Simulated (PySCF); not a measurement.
SMILES c1oc(cc1)C[SiH2]O[SiH3], GFN2-xTB optimised geometry.

```
19

Si    -2.54     1.04     2.71
O     -2.41    -0.58     2.54
Si    -1.99    -1.98     1.87
C     -1.44    -1.67     0.05
C     -0.46    -0.57     0.00
C      0.91    -0.57     0.00
C      1.31     0.79     0.00
C      0.16     1.52     0.01
O     -0.91     0.70     0.01
H     -1.19     1.58     2.87
H     -3.33     1.18     3.93
H     -3.23     1.57     1.54
H     -0.87    -2.50     2.65
H     -3.18    -2.82     1.90
H     -2.31    -1.40    -0.55
H     -1.00    -2.57    -0.37
H      1.55    -1.43    -0.01
H      2.31     1.17    -0.01
H     -0.03     2.57     0.01
```

Density from B3LYP/def2-SVP in PySCF 2.14.0 at that geometry.

Minimum of the electron density along straight lines between bonded atoms, close to the bond critical point (lines longer than 1.1 times the sum of covalent radii, or with two minima, are not listed):

```
bond     length / Å  ρ at the minimum / e bohr⁻³  ∇²ρ there / e bohr⁻⁵  position (fraction from the first atom)
-------  ----------  ---------------------------  --------------------  ---------------------------------------
Si1–O2        1.627                        0.124                  1.05                                     0.42
O2–Si3        1.613                        0.128                  1.13                                     0.59
Si3–C4        1.916                        0.110                  0.28                                     0.38
C4–C5         1.480                        0.263                 -0.62                                     0.48
C5–C6         1.365                        0.326                 -0.83                                     0.52
C6–C7         1.418                        0.292                 -0.70                                     0.50
C7–C8         1.357                        0.330                 -0.85                                     0.48
C5–O9         1.351                        0.286                  0.01                                     0.33
C8–O9         1.349                        0.285                  0.07                                     0.33
Si1–H10       1.461                        0.119                  0.33                                     0.49
Si1–H11       1.461                        0.119                  0.34                                     0.49
Si1–H12       1.459                        0.120                  0.34                                     0.49
Si3–H13       1.462                        0.119                  0.33                                     0.49
Si3–H14       1.461                        0.119                  0.34                                     0.49
C4–H15        1.090                        0.272                 -0.98                                     0.63
C4–H16        1.088                        0.273                 -0.98                                     0.62
C6–H17        1.071                        0.285                 -1.10                                     0.63
C7–H18        1.071                        0.286                 -1.11                                     0.63
C8–H19        1.072                        0.291                 -1.17                                     0.65
```
